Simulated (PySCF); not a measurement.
Cd(SeH)(SiH3) (CdH₄SeSi), SMILES [SiH3][Cd][SeH].

Geometry: B3LYP-D3(BJ)/def2-SVP. The def2 effective core potentials stand for the cores of Cd; spin–orbit coupling is left out. Other conformers were not sampled.

Two levels are set side by side: PBE/def2-TZVPD (PySCF) and HF/def2-TZVPD (PySCF). Same geometry, gas phase. Differences are taken from unrounded values.

| quantity | HF | PBE | PBE minus HF |
|---|---|---|---|
| orbital gap (eV) | 10.14 | 3.70 | -6.44 |
| highest occupied level (eV) | -9.10 | -5.64 | 3.46 |
| lowest empty level (eV) | 1.04 | -1.94 | -2.98 |
| dipole moment (D) | 1.81 | 1.51 | -0.30 |
| mean polarisability (bohr³) | 95.1 | 108.9 | 13.8 |

PBE's occupied levels lie high since its potential decays too fast outside the molecule; exact exchange lowers them and widens the gap. Loosely held outer electrons make PBE densities more polarisable. Differences between two approximate levels are no errors against the true value.

Rough cost on one machine, each run with all the roots and properties that it gave: HF against PBE about 1/3.
